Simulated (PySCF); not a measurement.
CH4SZn. Atoms are numbered in the order given.

```xyz
7

Zn    -0.0964    -1.0478     0.0000
H     -0.6656    -2.4783     0.0000
S      0.7323     0.9708     0.0000
C     -0.8048     1.9637     0.0000
H     -1.4151     1.7894     0.8975
H     -0.4993     3.0194     0.0000
H     -1.4151     1.7894    -0.8975
```

The structure is a stationary point at PBE0-D3(BJ)/def2-SVP.

Calculation: PySCF with PBE0/def2-TZVPD.

Mulliken values depend strongly on the basis, most of all with diffuse functions as here. ESP charges are fitted to the potential on shells at 1.4 to 2.0 van der Waals radii. Atomic charges (e):

```csv
atom,ESP fit,meta-Löwdin,Mulliken
Zn1,0.61,0.99,-0.03
H2,-0.28,-0.39,0.11
S3,-0.43,-0.58,-0.23
C4,-0.26,-0.40,-0.44
H5,0.09,0.12,0.22
H6,0.17,0.14,0.16
H7,0.09,0.12,0.22
```
